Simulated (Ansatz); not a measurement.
Wavefunction ladder for `[GeH3][SiH2][SiH2][SiH2][GeH3]`

| atom | x (Å) | y (Å) | z (Å) |
| --- | --- | --- | --- |
| Ge1 | 0.276 | -1.314 | 2.291 |
| Si2 | -0.754 | 0.738 | 1.665 |
| Si3 | -1.801 | 0.493 | -0.410 |
| Si4 | -0.267 | -0.461 | -1.894 |
| Ge5 | 1.778 | 0.755 | -1.826 |
| H6 | 0.933 | -1.210 | 3.678 |
| H7 | -0.765 | -2.446 | 2.329 |
| H8 | 1.360 | -1.694 | 1.267 |
| H9 | 0.295 | 1.790 | 1.558 |
| H10 | -1.727 | 1.153 | 2.714 |
| H11 | -2.999 | -0.382 | -0.267 |
| H12 | -2.244 | 1.817 | -0.930 |
| H13 | -0.798 | -0.475 | -3.285 |
| H14 | -0.003 | -1.868 | -1.480 |
| H15 | 1.532 | 2.232 | -2.179 |
| H16 | 2.803 | 0.180 | -2.818 |
| H17 | 2.381 | 0.693 | -0.413 |

The species carries charge 0 and has multiplicity 1. Correlated methods include outer-core shells of Ge, which these sets cover unevenly. Scalar relativity is left out up to krypton. The structure was optimised at the PBE0-D4/def2-TZVP level. It is one conformer, not always the lowest. Frozen core, restricted reference, the Gaussian-basis code of Ansatz.

| basis | HF (Eh) | MP2 corr. | CCSD corr. | (T) | CCSD(T) total |
| --- | --- | --- | --- | --- | --- |
| def2-SVP | ? | -0.78103 | -0.86200 | -0.02558 | ? |
| def2-TZVPP | -5024.54159 | ? | -0.99945 | -0.03691 | ? |
| def2-QZVPP | ? | ? | – | – | – |

Task: Fill in the withheld values. (Estimate.)

Result: Computed: def2-SVP HF (Eh): -5023.70661; def2-SVP CCSD(T) total: -5024.59419; def2-TZVPP MP2 corr.: -0.91350; def2-TZVPP CCSD(T) total: -5025.57795; def2-QZVPP HF (Eh): -5024.65210; def2-QZVPP MP2 corr.: -1.46918.
